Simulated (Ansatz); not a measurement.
`[Se]=C1C[SiH2]C1` at its PBE0-D4/def2-TZVP geometry, where that method's forces vanish. The species carries charge 0 and has multiplicity 1.

```xyz
11

Se   -1.1126    2.5014    0.1714
C    -0.6545    0.7971    0.2593
C     0.3961    0.1963    1.1393
Si    0.9334   -0.6291   -0.4892
C    -0.9103   -0.2536   -0.7749
H     0.9792    0.8830    1.7438
H    -0.0178   -0.6118    1.7561
H     1.8467    0.2003   -1.3074
H     1.3651   -2.0506   -0.4497
H    -1.3716    0.0734   -1.7007
H    -1.4537   -1.1063   -0.3479
```

(1) What forces (eV/Å) does PBE-D4/def2-TZVPP give on these atoms in the Gaussian-basis code of Ansatz? (Best estimate.)

Answers

(1) Computed: 
```
Se1 -0.154  0.569 -0.029
C2   0.034 -0.243  0.034
C3   0.074  0.017  0.113
Si4  0.107 -0.080 -0.054
C5  -0.077 -0.034 -0.107
H6   0.128  0.128  0.135
H7  -0.049 -0.162  0.137
H8   0.090  0.100 -0.085
H9   0.052 -0.163  0.003
H10 -0.098  0.050 -0.197
H11 -0.108 -0.183  0.051
```
